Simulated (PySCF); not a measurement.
# Ionisation energy of C²⁺ by level of theory

C²⁺ [He] 2s2 (1S) → C³⁺ [He] 2s1 (2S), as a difference of total energies. Computed with PySCF 2.14 in aug-cc-pwCVTZ (7s6p4d2f, 59 functions), with no relativity, point nucleus. Correlated levels: valence: 1s2 frozen; valence and next inner shell: nothing frozen. The calculations carry no spin-orbit coupling.

| method | ionisation energy (eV) |
| --- | --- |
| UHF | 45.780 |
| LDA | 46.950 |
| PBE | 47.104 |
| PBE0 | 47.040 |
| r2SCAN | 46.626 |
| PBEsol | 46.824 |
| wB97M-V | 47.167 |
| MP2 (valence) | 46.997 |
| SCS-MP2 (valence) | 47.241 |
| MP2 (valence and next inner shell) | 47.065 |
| SCS-MP2 (valence and next inner shell) | 47.299 |

Problem. Estimate what M06-2X gives.

Solution. 47.310 eV, closest to SCS-MP2 (valence and next inner shell) among the rows shown.

Problem. Estimate what PW91 gives.

Solution. 47.193 eV, closest to wB97M-V among the rows shown.

Errors of the correlated levels include the incompleteness of this basis and the frozen core.

MP2 underrates the near-degeneracy of ns² with np² in the lower species.

For comparison: 47.888 eV (measured; NIST Atomic Spectra Database, ionization energies).
